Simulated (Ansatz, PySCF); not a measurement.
Reaction (SMILES): C=[SiH2] + 2 [H][H] (H2) -> C (CH4) + [SiH4] (SiH4)
Structures are relaxed separately at B3LYP-D3(BJ)/def2-TZVP in Ansatz (an electronic-structure program). Unstable Hartree-Fock reference: C=[SiH2].

Property: energy of full hydrogenation (0 K, with B3LYP-D3(BJ) harmonic zero-point energies from PySCF), in kcal/mol. Correlated levels leave the core frozen unless marked. No spin-orbit coupling. Non-relativistic. CBS(X,Y): correlation extrapolated as X^-3; Hartree-Fock from the larger set.

CCSD(T)/CBS(cc-pV(T+d)Z,cc-pV(Q+d)Z) (Ansatz) gives -54.9 kcal/mol.

Q: Another calculation gave -52.1 kcal/mol. Which level was it?
(A) BP86/def2-TZVPD (PySCF)
(B) B97M-V/def2-TZVPD (Ansatz)
(C) wB97X/def2-TZVPD (Ansatz)
(D) HF/def2-TZVPD (PySCF)

A: A, BP86/def2-TZVPD (PySCF). The others give -56.9 (B97M-V), -61.3 (wB97X), -65.9 (HF) kcal/mol.
